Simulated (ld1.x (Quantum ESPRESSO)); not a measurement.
Before and after: RRKJ potential for Tl (Z = 81)

- Element: Tl
- Generator: ld1.x (Quantum ESPRESSO) 7.5
- Type: norm-conserving RRKJ (Kleinman–Bylander form)
- Functional: PBE
- Relativity: scalar-relativistic
- Frozen core: [Xe] 4f14 5d10
- Valence charge: 3
- Reference configuration: 6s2 6p0 (charge +1)
- Partial waves: 6p (bound, empty): rc 2.10 bohr; 6s (bound): rc 1.65 bohr
- Local potential: the s channel
- Core correction: Bessel-smoothed model core, default radius (core density twice the valence density)
- rho0: 0.02

Change: reference 6s2 6p1.

Cutoffs: the cutoffs (Ry, on a coarse ladder) from which the occupation-weighted sum of valence levels, in a spherical-Bessel basis at the reference potential, stays within 10 and 1 mRy of its value at 400 Ry; they do not see the model core or the augmentation charge, which bear on the density cutoff. Errors are all-electron minus pseudo energies relative to the spin-unpolarised reference configuration.

What does the change do?

The potential gets neither clearly harder nor softer (40 Ry and 90 Ry → 40 Ry and 90 Ry); the bound ghost in d disappears.

```csv
quantity,base,changed
"cutoff, loose",40 Ry,40 Ry
"cutoff, tight",90 Ry,90 Ry
bound ghosts,d,none
"largest error over its own tests, meV",-216,-392
s: phases at 2.31 bohr within 0.05 rad from the reference energy up to (Ry; the scan ends near 5),1.1,1.5
p: phases at 2.31 bohr within 0.05 rad from the reference energy up to (Ry; the scan ends near 5),4.0,4.4
```

 A true bound ghost makes a file unfit for plane-wave use even where its test errors are small: the radial tests pick states by their node count and pass the ghost by.
